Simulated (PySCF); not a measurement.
## Multinuclear NMR of C₆H₄F₄O

Cartesian coordinates in Å; atom numbers follow the order of the lines, from 1:
```xyz
15

F    -3.2190   -1.2083   -0.1074
C    -1.9876   -0.7081   -0.0123
C    -0.8520   -1.3891    0.1861
C     0.2145   -0.4083    0.2157
O     1.5193   -0.8527    0.4096
C     2.4843    0.0468    0.4327
F     3.6456   -0.5650    0.6236
F     2.5982    0.7567   -0.7033
F     2.3573    0.9601    1.4111
C    -0.2584    0.8347    0.0410
C    -1.7411    0.7571   -0.1261
H    -0.7111   -2.4441    0.3052
H     0.2844    1.7594    0.0165
H    -2.0663    1.1489   -1.0920
H    -2.2726    1.3198    0.6439
```

PySCF calculation with shieldings: GIAO PBE0/pcSseg-1 and geometry from GFN2-xTB; no solvent model, no relativistic terms, averaged over atoms made equivalent by symmetry, fast rotation or ring inversion, a single conformation.

**Question.** Where does ¹⁹F resonate?

**Answer.** 
| atoms | environment | σ (ppm) | δ (ppm) |
| --- | --- | --- | --- |
| F7/F8/F9 | fluorine of an OCF3 group | 245.1 | -60.5 |
| F1 | vinylic fluorine | 284.4 | -110.6 |

Shieldings were converted by a linear fit to measured shifts: ¹⁹F (scatter 6.0 ppm rms, 7.0 ppm with the 5 outliers that the fit left out vs CFCl3, solution or neat liquid, with a term for F on sp3 carbon). A few per cent of atoms miss by over 2 rms, more outside the fitted compound classes.

On a 300 MHz spectrometer ¹⁹F resonates near 282.3 MHz, so 1 ppm is 282.3 Hz.

**Question.** What are the ¹⁷O shifts?

**Answer.** 
```tsv
atoms	environment	σ (ppm)	δ (ppm)
O5	ether oxygen	166.6	114.9
```

Shieldings were converted by a linear fit to measured shifts: ¹⁷O: δ = 266.70 − 0.911σ (rms 10.7 ppm, 155 shifts, 12.2 ppm with the 3 outliers that the fit left out vs liquid water, solution or neat liquid). A few per cent of atoms miss by over 2 rms, more outside the fitted compound classes.

On a 500 MHz spectrometer ¹⁷O resonates near 67.8 MHz, so 1 ppm is 67.8 Hz.
